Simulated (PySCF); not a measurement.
Bond stretch in OH (cation, charge +1), triplet.

UKS-CAM-B3LYP = unrestricted CAM-B3LYP/cc-pVDZ (PySCF 2.14.0); UMP2 = MP2 on UHF/cc-pVDZ, 1 core orbital frozen (PySCF 2.14.0); UCCSD(T) = CCSD(T) on UHF/cc-pVDZ, 1 core orbital frozen run with PySCF.

Energies are in eV, each relative to the lowest point of its own curve near equilibrium.

```json
[
 {"R / Å": "0.78", "UKS-CAM-B3LYP": "2.231", "UMP2": "2.120", "UCCSD(T)": "2.182"},
 {"R / Å": "0.82", "UKS-CAM-B3LYP": "1.443", "UMP2": "1.341", "UCCSD(T)": "1.394"},
 {"R / Å": "0.87", "UKS-CAM-B3LYP": "0.768", "UMP2": "0.683", "UCCSD(T)": "0.725"},
 {"R / Å": "0.94", "UKS-CAM-B3LYP": "0.235", "UMP2": "(withheld)", "UCCSD(T)": "0.206"},
 {"R / Å": "0.97", "UKS-CAM-B3LYP": "(withheld)", "UMP2": "0.075", "UCCSD(T)": "0.092"},
 {"R / Å": "1.00", "UKS-CAM-B3LYP": "0.039", "UMP2": "0.017", "UCCSD(T)": "0.027"},
 {"R / Å": "1.04", "UKS-CAM-B3LYP": "0.000", "UMP2": "0.000", "UCCSD(T)": "0.000"},
 {"R / Å": "1.06", "UKS-CAM-B3LYP": "0.002", "UMP2": "0.013", "UCCSD(T)": "0.008"},
 {"R / Å": "1.10", "UKS-CAM-B3LYP": "0.039", "UMP2": "0.073", "UCCSD(T)": "0.057"},
 {"R / Å": "1.14", "UKS-CAM-B3LYP": "0.111", "UMP2": "(withheld)", "UCCSD(T)": "0.142"},
 {"R / Å": "1.21", "UKS-CAM-B3LYP": "0.298", "UMP2": "0.397", "UCCSD(T)": "0.349"},
 {"R / Å": "1.27", "UKS-CAM-B3LYP": "0.498", "UMP2": "0.633", "UCCSD(T)": "0.564"},
 {"R / Å": "1.41", "UKS-CAM-B3LYP": "1.021", "UMP2": "1.258", "UCCSD(T)": "1.118"},
 {"R / Å": "1.57", "UKS-CAM-B3LYP": "1.612", "UMP2": "(withheld)", "UCCSD(T)": "1.747"},
 {"R / Å": "1.69", "UKS-CAM-B3LYP": "2.006", "UMP2": "(withheld)", "UCCSD(T)": "2.180"},
 {"R / Å": "1.85", "UKS-CAM-B3LYP": "2.444", "UMP2": "3.050", "UCCSD(T)": "2.691"},
 {"R / Å": "2.09", "UKS-CAM-B3LYP": "2.936", "UMP2": "3.657", "UCCSD(T)": "3.320"},
 {"R / Å": "2.28", "UKS-CAM-B3LYP": "3.219", "UMP2": "3.997", "UCCSD(T)": "3.712"},
 {"R / Å": "2.56", "UKS-CAM-B3LYP": "3.517", "UMP2": "4.312", "UCCSD(T)": "4.145"},
 {"R / Å": "2.80", "UKS-CAM-B3LYP": "3.690", "UMP2": "4.455", "UCCSD(T)": "4.394"},
 {"R / Å": "3.10", "UKS-CAM-B3LYP": "3.830", "UMP2": "4.539", "UCCSD(T)": "4.578"},
 {"R / Å": "3.61", "UKS-CAM-B3LYP": "3.942", "UMP2": "4.585", "UCCSD(T)": "4.691"},
 {"R / Å": "4.18", "UKS-CAM-B3LYP": "(withheld)", "UMP2": "4.595", "UCCSD(T)": "4.715"}
]
```

Problem. Complete the blanks.

Solution. 
- 0.94, UMP2: 0.182
- 0.97, UKS-CAM-B3LYP: 0.113
- 1.14, UMP2: 0.169
- 1.57, UMP2: 2.003
- 1.69, UMP2: 2.504
- 4.18, UKS-CAM-B3LYP: 3.974

The unrestricted determinant behind UKS-CAM-B3LYP is spin-contaminated at 1.85 to 4.18 Å (<S²> up to 2.5, against 2.00 for a pure triplet). At the longest distance UKS-CAM-B3LYP leaves fractional charges on the fragments, a sign of delocalisation error or of the restricted form. The unrestricted determinant behind UMP2, UCCSD(T) is spin-contaminated at 1.57 to 4.18 Å (<S²> up to 3.0, against 2.00 for a pure triplet).
